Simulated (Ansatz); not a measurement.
Born–Oppenheimer molecular dynamics of Cl2H4OSn (8 atoms, charge 0, multiplicity 1). It starts at the highest image of a converged band. Of that band: The top lies less than 8 meV above the higher end, about what the thresholds resolve: that end is a shoulder or a very shallow well. A vibrational analysis at the climbing image gives one clearly imaginary mode, 128i cm⁻¹: a first-order saddle point.

These are results of Ansatz, RKS r2SCAN-D4/def2-SVP, not measurements.

```
ensemble                      : NVE (velocity Verlet)
time step                     : 0.5 fs
steps asked                   : 200
starting velocities drawn for : 100 K
seed                          : 6593
```

First frame:

```xyz
8
Properties=species:S:1:pos:R:3
Sn 0.067 -0.331 -0.238
Cl 0.899 0.146 2.655
H 1.589 0.274 -0.662
H -1.275 0.584 0.249
Cl -0.726 -1.557 -2.107
O 0.394 -1.945 0.989
H -0.259 -2.660 0.928
H 0.637 -1.140 2.100
```

Question: How far do the bonds stretch over the last three quarters of this one trajectory? (Pairs bonded in most of those frames.)

Answer: 
```tsv
bond	mean (Å)	spread (Å)	shortest	longest
Sn1–H3	1.695	0.004	1.69	1.70
Sn1–H4	1.699	0.003	1.69	1.71
Sn1–Cl5	2.370	0.007	2.36	2.38
Sn1–O6	2.032	0.013	2.01	2.05
Cl2–H8	1.364	0.018	1.34	1.43
O6–H7	0.970	0.004	0.96	0.98
```

Mean temperature of the second half: 62 K. The conserved energy stayed within 0.012 meV per atom of its start (net change 0.0035 meV per atom), so the integration is sound. A run of 0.1 ps of so small a system gives no equilibrium averages. The orbitals stay closed-shell, which can raise the energy where a bond breaks towards radicals; this wasn't checked here.

Time of the run: 6.9 min on 4 threads of Arm Neoverse V1 (shared host), peak memory 0.17 GiB.
